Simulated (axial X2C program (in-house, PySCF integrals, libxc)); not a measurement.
Nuclear properties of NWN

Calculated with an axial X2C code built on PySCF integrals: two-component X2C with atomic mean-field Coulomb and Gaunt terms, Gaussian nuclei, basis N dyall-av3z, W dyall-v3z with contracted cores.

N–W–N held linear, with bonds 1.794 and 1.794 Å (near the PBE0 minimum at charge 0 of the determinant lowest at the starting distance; the state shown can have its own minimum elsewhere, held linear; other orders of the atoms were not compared).

Input and command:
```json
{"zs": [7, 74, 7], "q": 0, "bas": ["dyall-av3z", "dyall-v3z", "dyall-av3z"], "r0": [1.8, 1.8], "symm": 1, "scan": ["PBE0", "HF", "B3LYP"], "levels": ["PBE0", "HF", "PBE"], "nst": 2}
```
```bash
python solin.py task.json out
```

Keys: zs atomic numbers; q charge; bas basis sets; r0 starting distance in Å; symm equal bonds; scan levels of the two-bond scan; levels methods; nst determinants followed.

Determinant lowest in the PBE0 search, Ω = 1 (⟨Sz⟩ = 1.99, ⟨Lz⟩ = -0.99 at PBE0), spin on the atoms N 0.54, W 0.90, N 0.54:

```
level  A∥/gI N (MHz)  qzz N (a.u.)  A∥/gI W (MHz)  qzz W (a.u.)
 PBE0            210         -0.34           7690        -14.53
   HF            297         -0.07           8530        -15.27
  PBE            195         -0.36           7530        -14.94
```

A∥ (defined per Ω) follows by multiplying with gI = μI/(I μN); qzz is the electric field gradient, eQq0 = 234.96 MHz × Q/barn × qzz. The operators were transformed with the bare-nucleus X2C matrices; with these basis sets, hyperfine constants and field gradients can be off by tens of per cent, and where levels differ in sign neither size nor sign is settled.

Q: With gI(14N) = 0.4038, gI(183W) = 0.2356 (g factors from the IAEA table of nuclear moments by Stone), turn the PBE0 values of the first state into constants in MHz.

A: A∥(14N) = 210 × 0.4038 = 84.8 MHz; A∥(183W) = 7690 × 0.2356 = 1810 MHz.

The molecule was held linear; bending was not examined, so a bent shape may lie lower.

Each state is one determinant with collinear spin, which with several unpaired electrons need not be a pure state. Unrestricted Hartree–Fock can overshoot spin polarisation at the nuclei. With several open shells hyperfine constants can be off by a factor of several. Open-shell Ω = 0 determinants with evenly filled partner blocks cannot be reached by this program, so the Ω shown need not be the lowest component. At PBE a later determinant lies lower. States lie within half an eV, so the first need not be the ground state. Further determinants of the search, some of them spin-mixed, are not shown. Where a field gradient or hyperfine factor spreads by more than a factor of two over the levels, a constant derived from it is not to be relied on.
